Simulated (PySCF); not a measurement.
CH5GaO. Atoms are numbered in the order given.

```xyz
8

Ga    -0.3325     0.0648     0.0000
H     -1.8640     0.4199     0.0000
C      0.5253    -1.6892     0.0000
H      0.2261    -2.2692     0.8870
H      1.6188    -1.5776     0.0000
H      0.2261    -2.2692    -0.8870
O      0.8174     1.4390     0.0000
H      0.4090     2.3100     0.0000
```

Geometry optimised at PBE0-D3(BJ)/def2-SVP. The values are those of a single conformer.

Level of theory: r2SCAN/def2-TZVPD (PySCF).

Symmetry labels are those of the subgroup Cs that the program uses (full group Cs).

Q: List the valence orbital energies around the gap with their symmetry. (Estimate from the structure and the level; the computed values follow.)

A: 
```csv
orbital,symmetry,energy (eV)
HOMO−7,A',-17.62
HOMO−6,A',-12.18
HOMO−5,A',-10.35
HOMO−4,A",-10.07
HOMO−3,A',-9.78
HOMO−2,A',-7.78
HOMO−1,A",-7.46
HOMO,A',-7.14
LUMO,A",-1.23
LUMO+1,A',-0.24
LUMO+2,A',0.50
LUMO+3,A',1.13
```
